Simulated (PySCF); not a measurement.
## MH₃ across the 5d metals

Level: PBE0, basis family def2-TZVP, scalar-relativistic core potentials from Rb on and no relativity for lighter atoms.

Each entry is the lowest minimum that a search over a few typed start shapes (and spin states, where more than one is plausible) found, or that minimum re-optimised at the stated level; isomers with ligand–ligand bonds, or fragments after loss of a ligand pair, can lie lower. Open shells are unrestricted; no spin–orbit coupling; PySCF with density fitting.

```json
{"molecule": "TaH₃", "2S+1": "3", "point group": "C2v", "mean bond to the central atom (Å)": "1.785", "gap (eV)": "–", "polar-tensor charge of the central atom": "0.88", "highest ω (cm⁻¹)": "1843", "distinct angles (°)": "117/122"}
{"molecule": "WH₃", "2S+1": "?", "point group": "?", "mean bond to the central atom (Å)": "?", "gap (eV)": "?", "polar-tensor charge of the central atom": "?", "highest ω (cm⁻¹)": "?", "distinct angles (°)": "?"}
{"molecule": "OsH₃", "2S+1": "2", "point group": "C3v", "mean bond to the central atom (Å)": "1.583", "gap (eV)": "–", "polar-tensor charge of the central atom": "0.58", "highest ω (cm⁻¹)": "2304", "distinct angles (°)": "104"}
{"molecule": "IrH₃", "2S+1": "1", "point group": "C3v", "mean bond to the central atom (Å)": "1.532", "gap (eV)": "5.35", "polar-tensor charge of the central atom": "0.38", "highest ω (cm⁻¹)": "2475", "distinct angles (°)": "89"}
{"molecule": "PtH₃", "2S+1": "2", "point group": "Cs", "mean bond to the central atom (Å)": "1.565", "gap (eV)": "–", "polar-tensor charge of the central atom": "0.25", "highest ω (cm⁻¹)": "2527", "distinct angles (°)": "86/132"}
```

Fill in the row of WH₃.

2S+1: 4; point group: C3v; mean bond to the central atom (Å): 1.710; polar-tensor charge of the central atom: 0.84; highest ω (cm⁻¹): 1978; distinct angles (°): 112.

Spin–orbit coupling can matter for TaH₃, WH₃, OsH₃, IrH₃, PtH₃.

Left out of the table are members whose search was unfinished or whose lowest solution was spin-contaminated, unstable, very soft or bonded differently.

Open d and f shells are single-determinant solutions and may miss the true ground state.
